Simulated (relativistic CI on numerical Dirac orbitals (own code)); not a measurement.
## Hyperfine structure of Pm⁴⁴⁺, mass number 147

Method of calculation: Dirac-Coulomb-Breit CI, KLI orbitals optimised for each configuration, model QED (radiative potential, 1s self-energy scaled to tabulated hydrogen-like ionisation energies), unscaled Slater integrals (own radial code, finite nucleus).

Configurations in the expansion (outside the closed core [Ne]): 3s2 3p5, 3s 3p6, 3s2 3p4 3d, 3s 3p5 3d, 3p6 3d, 3s 3p4 3d2, 3s2 3p3 3d 4p, 3p6 4s, 3s 3p4 3d 4s, 3s2 3p4 4s, 3p6 4p, 3s2 3p4 4p, 3s2 3p3 3d2, 3s2 3p2 3d3, 3s 3p3 3d3, 3s2 3p2 3d2 4s, 3s2 3p2 3d2 4p. Double excitations out of closed p, d and f shells are left out; levels of such configurations are missing from the list, as are those of other unlisted configurations, and high levels can miss mixing partners.

Nuclear spin I = 7/2, μ = 2.58 μN, Q = 0.74 b (tables of Stone and Pyykkö). The electronic factors are computed for point nuclear moments, without core polarisation or the Bohr-Weisskopf and QED corrections.

```
            Level  E (cm⁻¹)  A (GHz)  B (GHz)
  3s2 3p5 2P°_3/2         0    78.31     -151
  3s2 3p5 2P°_1/2   1114715    556.4         
3s2 3p4 3d 2D_3/2   1658996    43.26     89.8
3s2 3p4 3d 4F_9/2   1764839    44.35     50.8
3s2 3p4 3d 2D_5/2   1942296     21.9      160
    3s 3p6 2S_1/2   2300183     1257
```

Levels with J = 0, under 50 % of one LS term, or S terms without an open s electron are left out. Small factors come from cancelling terms and can be off by tens of per cent or more.

At this charge energies of transitions that change n are usually good to better than 1 %, and those within a shell (Δn = 0) to a few per cent.

Give the hyperfine levels of 3s2 3p5 2P°_1/2 relative to its centre of gravity.

With K = F(F + 1) − I(I + 1) − J(J + 1), E = AK/2: F = 3: -1252, F = 4: 973.7 GHz.

LS names give the leading component of a level, which can be under half, so a name can repeat, a term be missing and a line seem to break the LS rules.
